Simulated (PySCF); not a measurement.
## Cl²⁺: ionisation energy

Cl²⁺ [Ne] 3s2 3p3 (4S) → Cl³⁺ [Ne] 3s2 3p2 (3P), as a difference of total energies. Calculation: PySCF 2.14, in def2-SVP; the non-relativistic Hamiltonian (point nucleus). Correlated levels: valence: [Ne] frozen. The calculations carry no spin-orbit coupling.

```csv
method,ionisation energy (eV)
UHF,38.927
M06-L,39.747
B3LYP,39.531
MP2 (valence),39.355
SCS-MP2 (valence),39.191
CCSD (valence),39.265
CCSD(T) (valence),39.266
```

Question: How much does correlation contribute at CCSD(T) (valence)?

Answer: 39.266 − (38.927) = 0.339 eV, measured against UHF.

The reference lies between the lowest fine-structure levels, while these numbers refer to the centres of the terms.

Errors of the correlated levels include the incompleteness of this basis and the frozen core.

For comparison: 39.8 ± 0.11 eV (semi-empirical (NIST evaluation); NIST Atomic Spectra Database, ionization energies).
